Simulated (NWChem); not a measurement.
## Excited singlets of Cl2Si by symmetry

```xyz
3

Si     0.0000     0.0000    -0.9417
Cl    -1.6401     0.0000     0.3877
Cl     1.6401     0.0000     0.3877
```
Charge 0, spin multiplicity 1.

Everything below was run with NWChem. The geometry was optimised at PBE/def2-SVP, a minimum by its harmonic frequencies.

Basis set: aug-cc-pVDZ. Symmetry labels belong to the abelian group C2v used in the runs, with the axes of the coordinates shown. Entries are the lowest vertical excitation energy of each symmetry in eV (for CIS and TDDFT among the lowest few roots); a state of one symmetry need not have the same character in every method. Symmetries that some method's roots don't reach, or where a double excitation leads the EOM-CCSD root, are left out.

The correlated methods keep 15 core orbitals frozen. B3LYP has NWChem's definition, with VWN1-RPA local correlation. The structure started from a generated list of species. Coupled-cluster values serve here as a point of comparison, not as the truth.

```tsv
method	b2	b1
CIS	4.25	7.00
TD-PBE	3.62	4.98
TD-B3LYP	3.76	5.35
TD-LDA (SVWN5)	3.60	4.98
EOM-CCSD	[?]	[?]
```

Task: Fill in the missing entries.

Result: 
- EOM-CCSD, b2: 3.96
- EOM-CCSD, b1: 5.96
